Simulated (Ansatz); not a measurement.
Geometry optimisation, RKS PBE-D4/def2-SVP (Ansatz).

The input (input.yaml):

```yaml
crystal:
  periodic: [false, false, false]
  atoms:
    - { symbol: Ti, position_ang: [-0.074362, 0.211624, 0.515495] }
    - { symbol: Cl, position_ang: [2.249183, 0.780646, 1.389229] }
    - { symbol: C, position_ang: [0.573268, -0.469077, -1.291093] }
    - { symbol: H, position_ang: [1.595797, -0.262402, -0.950181] }
    - { symbol: O, position_ang: [-1.091393, 1.618273, 0.227136] }
    - { symbol: O, position_ang: [-0.802459, -1.140608, 1.368942] }
    - { symbol: H, position_ang: [0.309106, 0.156038, -2.164485] }
    - { symbol: H, position_ang: [0.420291, -1.548419, -1.476069] }
    - { symbol: H, position_ang: [-1.803822, 2.259583, 0.382506] }
    - { symbol: H, position_ang: [-1.37571, -1.605657, 1.998621] }
basis:
  gaussian: { orbitals: def2-SVP }
hamiltonian:
  xc: pbe
  dispersion: d4
relax:
  f_tol: 0.03
  max_steps: 50
```

Launched with:

```bash
$ ansatz run input.yaml --threads 2 --pin off --max-ram 3072MiB --backend cpu --events-out ev --progress --plain --runs-dir out
```

Where does it end, and by what steps?

The forces met the threshold. After 23 steps the energy has fallen by 0.629 eV; H4 moved furthest, 0.92 Å.

```
step  energy less start (eV)  largest force component (eV/Å)  accepted
   0                  0.0000                           2.024       yes
   1                 -0.4303                           0.465       yes
   2                 -0.5304                           0.559       yes
   3                 -0.5521                           0.473       yes
   4                 -0.5637                           0.329       yes
   5                 -0.5779                           0.151       yes
   6                 -0.5815                           0.280       yes
   7                 -0.5798                           0.351        no
   8                 -0.5877                           0.054       yes
   9                 -0.5930                           0.039       yes
  10                 -0.5922                           0.384        no
  11                 -0.5965                           0.073       yes
  12                 -0.6006                           0.110       yes
  13                 -0.6020                           0.279       yes
  14                 -0.6078                           0.112       yes
  15                 -0.6150                           0.302       yes
  16                 -0.6202                           0.052       yes
  17                 -0.6253                           0.194       yes
  18                 -0.6256                           0.286       yes
  19                 -0.5048                           2.305        no
  20                 -0.6268                           0.177       yes
  21                 -0.6289                           0.104       yes
  22                 -0.6293                           0.057       yes
  23                 -0.6295                           0.016       yes
```

```xyz
10
Properties=species:S:1:pos:R:3
Ti 0.038 0.229 0.575
Cl 1.765 1.330 1.434
C 0.635 -0.472 -1.278
H 1.494 -1.161 -1.136
O -1.359 1.275 0.265
O -0.398 -1.226 1.510
H 0.942 0.385 -1.913
H -0.201 -1.016 -1.766
H -1.680 2.181 0.407
H -1.236 -1.526 1.903
```

Time of the run: 68 s on 2 threads of Arm Neoverse V2, with other jobs on the host, peak memory 0.17 GiB.
